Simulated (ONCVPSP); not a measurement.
Pseudopotential generation for silver: ONCV, PBE, scalar-relativistic.

ONCVPSP 4.0.1 was run on this input:

```
# ATOM AND REFERENCE CONFIGURATION
# atsym  z   nc   nv     iexc    psfile
  Ag 47.00    6    3        4      upf
#
#   n    l    f
    1    0    2.00
    2    0    2.00
    2    1    6.00
    3    0    2.00
    3    1    6.00
    3    2   10.00
    4    0    2.00
    4    1    6.00
    4    2   10.00
#
# PSEUDOPOTENTIAL AND OPTIMIZATION
# lmax
    2
#
#   l,   rc,      ep,       ncon, nbas, qcut
    0    1.55    0.00    4    8    9.00
    1    1.05    0.00    4    7    7.40
    2    1.05    0.00    4    8   14.90
#
# LOCAL POTENTIAL
# lloc, lpopt,  rc(5),   dvloc0
    2    5    1.05    0.00
#
# VANDERBILT-KLEINMAN-BYLANDER PROJECTORs
# l, nproj, debl
    0    2    1.80
    1    1    1.70
    2    0    2.30
#
# MODEL CORE CHARGE
# icmod, fcfact, rcfact
    2    0.65    0.85
#
# LOG DERIVATIVE ANALYSIS
# epsh1, epsh2, depsh
   -5.00    5.00    0.04
#
# OUTPUT GRID
# rlmax, drl
    6.00    0.01
#
# TEST CONFIGURATIONS
# ncnf
    4
# nvcnf
#   n    l    f
    4
    4    0    2.00
    4    1    6.00
    4    2   10.00
    5    0    1.00
#
    3
    4    0    2.00
    4    1    6.00
    4    2    9.00
#
    3
    4    0    2.00
    4    1    6.00
    4    2    8.00
#
    4
    4    0    2.00
    4    1    6.00
    4    2    9.00
    5    0    1.00
#
```

Command:

```bash
oncvpsp.x < Ag.dat > Ag.out
```

Output (shortened: citation, most of the input echo, consistency checks and plot data are left out):

```
ONCVPSP  (Optimized Norm-Conservinng Vanderbilt PSeudopotential)
scalar-relativistic version 4.0.1

#   n    l    f        energy (Ha)
    1    0    2.00    -9.3117794E+02
    2    0    2.00    -1.3735472E+02
    2    1    6.00    -1.2323165E+02
    3    0    2.00    -2.5424592E+01
    3    1    6.00    -2.0785926E+01
    3    2   10.00    -1.3471876E+01
    4    0    2.00    -3.7953436E+00
    4    1    6.00    -2.4557366E+00
    4    2   10.00    -5.7471253E-01

Reference configufation results
  iterations    26
  all-electron total energy (Ha)   -5.31574974D+03

Begin loop to  construct optimized pseudo wave functions
and semi-local pseudopoentials for all angular momenta

WARNING wellstate: negative energy specified for n= 5 l=  0
WARNING scattering state with energy  0.25000000
WARNING will be used for the first projector

   Wellstate for l =  0  n =  6
     eigenvalue =   0.2500
     asymptotic potential =   0.7500
     half-point radius =  5.2416

Calculating optimized projector #   1

 for l=   0

    Fraction of norm inside rc  0.963719
    Optimizing pswf for qcut=   9.00 a_B^-1,  ecut=  40.49 Ha
    Residual kinetic energy error=  2.19D-07 Ha

    Energy error per electron        Cutoff
         Ha          eV             Ha
         0.01000     0.27211       20.03
         0.00100     0.02721       26.32
         0.00010     0.00272       31.29
         0.00001     0.00027       34.99

Calculating optimized projector #   2

 for l=   0

    Fraction of norm inside rc  0.049482
    Optimizing pswf for qcut=   9.00 a_B^-1,  ecut=  40.49 Ha
    Residual kinetic energy error=  3.92D-07 Ha

    Energy error per electron        Cutoff
         Ha          eV             Ha
         0.01000     0.27211       14.30
         0.00100     0.02721       23.76
         0.00010     0.00272       30.08
         0.00001     0.00027       34.80

Calculating optimized projector #   1

 for l=   1

    Fraction of norm inside rc  0.601466
    Optimizing pswf for qcut=   7.39 a_B^-1,  ecut=  27.33 Ha
    Residual kinetic energy error=  1.29D-02 Ha

    Energy error per electron        Cutoff
         Ha          eV             Ha
         0.01000     0.27211       29.67
         0.00100     0.02721      113.78
         0.00010     0.00272      137.05
         0.00001     0.00027      187.00

Calculating optimized projector #   1

 for l=   2

    Fraction of norm inside rc  0.335304
    Optimizing pswf for qcut=  14.90 a_B^-1,  ecut= 111.08 Ha
    Residual kinetic energy error=  1.11D-07 Ha

    Energy error per electron        Cutoff
         Ha          eV             Ha
         0.01000     0.27211       29.42
         0.00100     0.02721       46.72
         0.00010     0.00272       70.55
         0.00001     0.00027       87.69

Construct Vanderbilt / Kleinmman-Bylander projectors

B matrix Hermiticity error, ll=   0
   1   2   -4.3653E-04

  Orthonormal projector coefficients  1.3366E+01  1.5747E+00

Model core correction analysis
  based on d2Exc/dn_idn_j

d2excae - all-electron derivatives

   -3.410777D-02   -3.041084D-02   -1.900144D-02
   -3.041100D-02   -2.835275D-02   -1.962432D-02
   -1.900165D-02   -1.962442D-02   -1.912716D-02

d2excps - pseudofunction derivatives with no core correction

   -4.331787D-02   -3.316123D-02   -2.009864D-02
   -3.316250D-02   -3.081306D-02   -2.109100D-02
   -2.009922D-02   -2.109114D-02   -1.989292D-02

rms 2nd derivative error    3.548268E-03

amplitude prefactor, scale prefactor
   19.5811    1.0823

d2excps - pseudofunction derivatives with core correction

   -3.041574D-02   -2.867814D-02   -1.856021D-02
   -2.867813D-02   -2.889720D-02   -2.041074D-02
   -1.856033D-02   -2.041086D-02   -1.964873D-02

rms 2nd derivative error    1.557456E-03

Pseudoatom total energy -147.015677

Diagnostic tests using Vanderbilt-Kleinman-Bylander pseudopotentials
  1 or more projectors used as specified by nproj input data

   l    rcore       rmatch      e in        delta e   norm test  slope test

   0   1.5547402   1.6019454  -3.7953436   0.0000054   1.0002173   1.0001996
   0   1.5547402   1.6019454   0.2500000   0.0000316   1.0002525   1.0002525

   1   1.0538749   1.0858728  -2.4557366  -0.0000502   0.9999950   1.0000443

   2   1.0538749   1.0858728  -0.5747125   0.0000250   1.0000147   0.9999624

 Testing for bound ghosts
   n   l    E NL Schr. Eq   E Basis Diag.   E Cutoff

   1   0       -3.795338       -3.795338    109.54

   2   1       -2.455787       -2.454551    138.74

 Testing for highly-localized positive-energy ghosts
       l    <radius>/rc     E Basis Diag.   E Cutoff

       0        0.821546        9.613287    109.54  WARNING - GHOST(+)

Test configuration 0

   n   l     f        eae           eps        diff
   1   0  2.0000 -931.17794105
   2   0  2.0000 -137.35471882
   2   1  6.0000 -123.23165041
   3   0  2.0000  -25.42459222
   3   1  6.0000  -20.78592568
   3   2 10.0000  -13.47187614
   4   0  2.0000   -3.79534359   -3.79533814    5.45D-06
   4   1  6.0000   -2.45573665   -2.45578683   -5.02D-05
   4   2 10.0000   -0.57471253   -0.57468750    2.50D-05

    Total energies and differences
      AE_ref= -5.31574974D+03  AE_tst= -5.31574974D+03  dif=  0.00D+00
      PS_ref= -1.47015677D+02  PS_tst= -1.47015677D+02  dif= -1.14D-13
      PSP excitation error=  1.14D-13

Test configuration 1

   n   l     f        eae           eps        diff
   1   0  2.0000 -930.87678786
   2   0  2.0000 -137.05765162
   2   1  6.0000 -122.93436299
   3   0  2.0000  -25.12614981
   3   1  6.0000  -20.48749408
   3   2 10.0000  -13.17380009
   4   0  2.0000   -3.49308877   -3.49255336    5.35D-04
   4   1  6.0000   -2.15230783   -2.15217079    1.37D-04
   4   2 10.0000   -0.27354493   -0.27355070   -5.77D-06
   5   0  1.0000   -0.16188004   -0.16186387    1.62D-05

    Total energies and differences
      AE_ref= -5.31574974D+03  AE_tst= -5.31603482D+03  dif= -2.85D-01
      PS_ref= -1.47015677D+02  PS_tst= -1.47300802D+02  dif= -2.85D-01
      PSP excitation error=  4.59D-05

Test configuration 2

   n   l     f        eae           eps        diff
   1   0  2.0000 -931.71426486
   2   0  2.0000 -137.89520165
   2   1  6.0000 -123.77184656
   3   0  2.0000  -25.96282433
   3   1  6.0000  -21.32416253
   3   2 10.0000  -14.01061277
   4   0  2.0000   -4.32171691   -4.32133134    3.86D-04
   4   1  6.0000   -2.97584812   -2.97557303    2.75D-04
   4   2  9.0000   -1.06173819   -1.06159128    1.47D-04

    Total energies and differences
      AE_ref= -5.31574974D+03  AE_tst= -5.31493707D+03  dif=  8.13D-01
      PS_ref= -1.47015677D+02  PS_tst= -1.46203012D+02  dif=  8.13D-01
      PSP excitation error=  8.14D-06

Test configuration 3

   n   l     f        eae           eps        diff
   1   0  2.0000 -932.32996728
   2   0  2.0000 -138.51675968
   2   1  6.0000 -124.39310896
   3   0  2.0000  -26.57836582
   3   1  6.0000  -21.93971211
   3   2 10.0000  -14.62717815
   4   0  2.0000   -4.91358089   -4.91291732    6.64D-04
   4   1  6.0000   -3.55868593   -3.55780122    8.85D-04
   4   2  8.0000   -1.60745893   -1.60697019    4.89D-04

    Total energies and differences
      AE_ref= -5.31574974D+03  AE_tst= -5.31360700D+03  dif=  2.14D+00
      PS_ref= -1.47015677D+02  PS_tst= -1.44873087D+02  dif=  2.14D+00
      PSP excitation error=  1.51D-04

Test configuration 4

   n   l     f        eae           eps        diff
   1   0  2.0000 -931.35141607
   2   0  2.0000 -137.53743042
   2   1  6.0000 -123.41379093
   3   0  2.0000  -25.60416707
   3   1  6.0000  -20.96551989
   3   2 10.0000  -13.65231205
   4   0  2.0000   -3.96152847   -3.96035849    1.17D-03
   4   1  6.0000   -2.61539186   -2.61490441    4.87D-04
   4   2  9.0000   -0.70717748   -0.70709937    7.81D-05
   5   0  1.0000   -0.46902480   -0.46894676    7.80D-05

    Total energies and differences
      AE_ref= -5.31574974D+03  AE_tst= -5.31555149D+03  dif=  1.98D-01
      PS_ref= -1.47015677D+02  PS_tst= -1.46817474D+02  dif=  1.98D-01
      PSP excitation error=  4.86D-05
```

The run took about 2.9 s on one core of a shared server CPU.
